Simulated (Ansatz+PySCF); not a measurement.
Values are calculated unless marked as measured or tabulated.
## Ansatz (development build ahead of 0.2.0) run

```yaml
crystal:
  periodic: [false, false, false]
  atoms:
    - { symbol: S, position_ang: [0.0, 0.0, 0.0] }
    - { symbol: F, position_ang: [1.70711, 0.0, 0.0] }
    - { symbol: F, position_ang: [-1.70711, 0.0, 0.0] }
    - { symbol: F, position_ang: [0.0, 1.70711, 0.0] }
    - { symbol: F, position_ang: [0.0, -1.70711, 0.0] }
    - { symbol: F, position_ang: [0.0, 0.0, 1.70711] }
    - { symbol: F, position_ang: [0.0, 0.0, -1.70711] }
basis:
  gaussian: { orbitals: def2-SVP }
magnetization:
  spin_polarized: true
hamiltonian:
  xc: hf
scf:
  omitted_lower_state_checks: [starts, atomic_configurations, cluster_reference, orbital_swaps, given_window_search, neighbouring_geometries, increment]
```

The input is written out in the form of the current development build from the run's settings.

The run gave:

```yaml
Converged: yes
Total_energy: -993.26756 hartree
Spin_squared_of_the_determinant: 0.000
Stability_test: minimum
```
